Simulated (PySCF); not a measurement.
## Shapes and spin states of CoOCl

All numbers come from PBE0/[Co def2-TZVP, O def2-TZVP, Cl def2-TZVP], no relativity, density fitting, PySCF.

Relaxations began from a few typed shapes and spin states; open shells are unrestricted. The search is not exhaustive: other isomers or separated fragments can lie lower, and high-lying points may rest on an excited occupation.

(1) Which is the lowest minimum found?
A. broken-symmetry Ms = 1 (⟨S²⟩ 2.93) Cs: Co–Cl 2.118 Å, Co–O 1.733 Å; Cl–Co–O 176.5°
B. singlet (closed shell, unstable to spin polarisation) C∞v: Co–Cl 2.034 Å, Co–O 1.558 Å; Cl–Co–O 180.0°
C. quintet C∞v: Co–Cl 2.123 Å, Co–O 1.620 Å; Cl–Co–O 180.0°
D. broken-symmetry Ms = 1 (⟨S²⟩ 2.84) C∞v: Co–Cl 2.084 Å, Co–O 1.749 Å; Cl–Co–O 180.0°
E. quintet C∞v: Co–Cl 2.123 Å, Co–O 1.620 Å; Cl–Co–O 180.0°
F. singlet (closed shell, unstable to spin polarisation) Cs: Co–Cl 2.026 Å, Co–O 1.543 Å; Cl–Co–O 139.4°

Results:

(1) C. The others lie at 0.2 (quintet C∞v), 57.5 (broken-symmetry Ms = 1 Cs), 64.0 (broken-symmetry Ms = 1 C∞v), 196.9 (singlet Cs), 208.0 (singlet C∞v, a saddle point) kJ/mol above it.

Formally Co is in oxidation state +3, d6, with 4 unpaired electrons (the high-spin count). The Mulliken spin on Co is 2.85. The polar-tensor charge on Co, 1.09, is far below the formal one.

For the lowest minimum: with open d or f shells other occupations or spin states may lie lower.

The electron or spin density has lower symmetry than the nuclear frame for the broken-symmetry Ms = 1 (⟨S²⟩ 2.84) C∞v at 64.0 kJ/mol.
